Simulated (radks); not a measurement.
Problem. Neutral tellurium, 52 electrons, occupied as [Kr] 4d10 5s2 5p4. All-electron calculation, scalar-relativistic Kohn-Sham, r2SCAN, spin-polarised, spherical densities, finite nucleus; open shells are filled with parallel spins first (spin-orbit coupling, left out, can overturn this in heavy ions); meta-GGA in the generalised Kohn-Sham scheme; Fermi nuclear charge, rms radius 4.7423 fm; hard spherical wall at 2 bohr. Program: a radial shooting solver on a logarithmic mesh with Libxc functionals. Some entries of the table are withheld. Estimate them.

| orbital | occ. | eigenvalue (hartree) | <r> (bohr) | <r^2> (bohr^2) |
|---|---|---|---|---|
| 1s up | 1 | -1161.352 | 0.02782 | 0.001049 |
| 1s down | 1 | -1161.329 | 0.02782 | 0.001049 |
| 2s up | 1 | -176.3017 | 0.1198 | 0.01694 |
| 2s down | 1 | -176.2967 | 0.1198 | 0.01694 |
| 2p up | 3 | -157.8458 | 0.1048 | 0.01341 |
| 2p down | 3 | -157.8298 | 0.1048 | 0.01341 |
| 3s up | 1 | -33.24772 | 0.3221 | 0.1187 |
| 3s down | 1 | -33.23577 | 0.3221 | 0.1187 |
| 3p up | 3 | -27.21385 | 0.3207 | 0.1194 |
| 3p down | 3 | -27.19726 | 0.3207 | 0.1193 |
| 3d up | 5 | -18.08719 | 0.2982 | 0.1054 |
| 3d down | 5 | -18.06885 | 0.2981 | 0.1054 |
| 4s up | 1 | -4.04654 | 0.7805 | 0.6875 |
| 4s down | 1 | -4.01791 | 0.7825 | 0.6904 |
| 4p up | 3 | -2.21412 | 0.8380 | 0.7948 |
| 4p down | 3 | -2.18942 | 0.8388 | 0.7954 |
| 4d up | 5 | 0.49432 | 0.9429 | 1.004 |
| 4d down | 5 | 0.52505 | 0.9401 | 0.9977 |
| 5s up | 1 | 2.63209 | 1.249 | 1.725 |
| 5s down | 1 | 2.75565 | 1.245 | 1.716 |
| 4f up | 0 | 3.38302 | 1.076 | 1.277 |
| 4f down | 0 | 3.43813 | 1.068 | 1.260 |
| 5p up | 3 | 3.63108 | (1) | 1.716 |
| 5p down | 1 | 3.76205 | (2) | 1.711 |
| 5d up | 0 | 5.37649 | 1.180 | 1.621 |
| 5d down | 0 | 5.50626 | 1.181 | 1.624 |
| 6s up | 0 | 10.99675 | 1.178 | 1.629 |
| 6s down | 0 | 11.06899 | 1.177 | 1.626 |

Solution. 
(1) 5p up <r> (bohr): 1.236
(2) 5p down <r> (bohr): 1.234
